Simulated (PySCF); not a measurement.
# Computed vibrations of [Ce(NH)(H2O)2]+

[Ce(NH)(H2O)2]+ (singlet in the valence; each metal's 4f electrons, 1 of them, lie in its core potential, out of spins and levels). PySCF 2.14.0, RKS BP86, Ce lcecp-1-SVP with ECP47, N def2-SVP, H def2-SVP, O def2-SVP; non-relativistic Hamiltonian with scalar-relativistic core potentials where named; density fitting; no spin-orbit coupling. Central differences of gradients.

```xyz
9

Ce   -0.0759    0.0000    0.0000
N     1.8949   -0.0001    0.0000
H     2.9268   -0.0001    0.0000
O    -0.5439    2.5829    0.0000
H    -0.3627    3.1618    0.7694
H    -0.3627    3.1618   -0.7694
O    -0.5440   -2.5829    0.0000
H    -0.3629   -3.1617    0.7694
H    -0.3629   -3.1617   -0.7694
```

Run from Python with OMP_NUM_THREADS=2. Where DIIS fails, smearing, a level shift and second-order steps follow.
It took 92 s on 2 threads of Arm Neoverse V2, with other jobs on the host.

Task: What are the harmonic wavenumbers and infrared intensities?

Result: Modes are labelled in C2v; negative numbers are unstable modes, those under 60 cm⁻¹ near the noise; a finer grid moves soft modes by up to 10 cm⁻¹.
```
cm⁻¹  km/mol  symmetry
-224       –        b2
-224       –        a2
 -33       –        b2
  57    19.8        a1
 111    23.5        b1
 248     1.3        a1
 261    25.1        b1
 360   107.2        b1
 374   415.8        a1
 422    90.2        b2
 424     0.0        a2
 553   203.8        b1
 611   279.6        b2
 784   137.3        a1
1615   131.1        b1
1616    14.8        a1
3439    56.1        a1
3662   228.7        b1
3662     1.7        a1
3735     0.0        a2
3735   298.0        b2
```

Task: Is this a minimum?

Result: No: 3 unstable; the lowest moves the atoms so:
```
Ce   0.00  0.00 -0.01
N    0.00  0.00  0.05
H    0.00  0.00  0.07
O    0.00  0.00  0.01
H    0.49 -0.02 -0.09
H   -0.49  0.02 -0.09
O    0.00  0.00  0.01
H    0.49  0.02 -0.09
H   -0.49 -0.02 -0.09
```

An lcecp potential fixes the number of 4f electrons, so in runs with it no electron can move into or out of that shell.
